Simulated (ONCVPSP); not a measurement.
Configuration tests for platinum (Pt) (ONCV)

platinum, optimised norm-conserving Vanderbilt (ONCV), made with ONCVPSP 4.0.1 (PBE, scalar-relativistic). Core [Kr] 4d10 4f14, reference 5s2 5p6 5d9 (charge +1). Waves: 5s: rc 1.55 bohr, ncon 4, nbas 9, qcut 9.6 1/bohr, 2 projectors, debl 0.8 Ha; 5p: rc 1.85 bohr, ncon 5, nbas 9, qcut 9.1 1/bohr, 3 projectors, debl 0.8 Ha; 5d: rc 1.55 bohr, ncon 3, nbas 8, qcut 12.3 1/bohr, local; f scattering state at 0.4 Ha: rc 1.85 bohr, ncon 4, nbas 7, qcut 5.5 1/bohr, 2 projectors, debl 1.1 Ha. Local part: the d channel. Core correction: none.

In the s channel the program set the typed energies aside and used -4.044, 0.050 Ha. In the p channel the program set the typed energies aside and used -2.363, 0.250, 1.050 Ha.

Energies are relative to the spin-unpolarised reference configuration 5s2 5p6 5d9; without spin polarisation the order of configurations can differ from experiment.

```csv
valence configuration,charge,ΔE all-electron (eV),error AE − PS (meV)
5s2 5p6 5d7,+3,52.183,-8.7
5s2 5p5 5d9 6s1,+1,52.957,-129
```

Question: What are ΔE and the potential's error for 5s2 5p6 5d9 6s1?

Answer: ΔE = -9.194 eV all-electron; the error (AE − PS) is +3.6 meV.

Question: What are ΔE and the potential's error for 5s2 5p6 5d8?

Answer: ΔE = 19.966 eV all-electron; the error (AE − PS) is -2.2 meV.
